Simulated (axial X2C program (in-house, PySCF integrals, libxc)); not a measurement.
## RbB⁺: cheaper levels and CCSD(T), 2c

All values were computed with an in-house all-electron X2C program for linear molecules (integrals from PySCF). Two-component (2c) means X2C with spin–orbit coupling and atomic mean-field two-electron Coulomb and Gaunt terms. Basis: Rb dyall-cv3z [12s13p8d4f1g], B dyall-v3z [7s6p2d1f] (cores contracted in-house); Gaussian nuclei, density fitting, unrestricted open shells. Masses: Rb 84.912 u, B 11.009 u.

State: Ω = 1/2 (⟨Sz⟩ = 0.50, ⟨Lz⟩ = 0.00 at HF); fragments Rb+ + B.

| level | Re (Å) | ωe (cm⁻¹) | De (eV) |
| --- | --- | --- | --- |
| PBE0 | 3.517 | 128.3 | 0.317 |
| HF | 3.648 | 118.6 | 0.258 |
| MP2 | 3.520 | 129.9 | 0.298 |
| CCSD | 3.557 | 124.2 | 0.311 |
| PW91 | 3.526 | 125.6 | 0.345 |

Correlated methods: 11 electrons correlated (number of frozen shells: Rb 3 s, 2 p, 1 d; B 1 s), 241 virtual spin orbitals or spinors in MP2, 90 natural virtuals in coupled cluster.

CCSD(T), same Hamiltonian and basis:

Re = 3.545 Å, ωe = 125.2 cm⁻¹, De = 0.31 eV; T1 = 0.008 (Lee–Taylor normalisation).

Q: Give the differences from CCSD(T) in the columns below.

A: 

```tsv
level	ΔRe (Å)	Δωe (cm⁻¹)	ΔDe (eV)
PBE0	-0.028	3.1	0.01
HF	0.103	-6.6	-0.05
MP2	-0.025	4.7	-0.01
CCSD	0.012	-1.0	0.00
PW91	-0.019	0.4	0.04
```

The state is a single determinant with fixed occupations, the lowest that a limited PBE0 search found. De is counted from the lowest determinant-based energies of the atoms at the same level, without counterpoise correction. Density functionals use the spin component along the axis (collinear). Coupled cluster ran in a truncated set of natural virtual spinors; the MP2 energy of the rest was added. (T) has no such correction and the atoms are truncated less, which lowers De at CCSD(T) by a hundredth of an eV or more. The 2c atoms are single determinants rather than J levels; their spin–orbit lowering is only partly caught, and De is too large by that part. This holds for PBE0, PW91. PBE0 can misorder states that lie within some tenths of an eV, so this need not be the ground state of the molecule. The nearest other 2c determinant of the search, Ω = 3/2, lies 0.39 eV up at the distance of the search. The functionals have no current-density term, which raises determinants with orbital currents, atoms included.
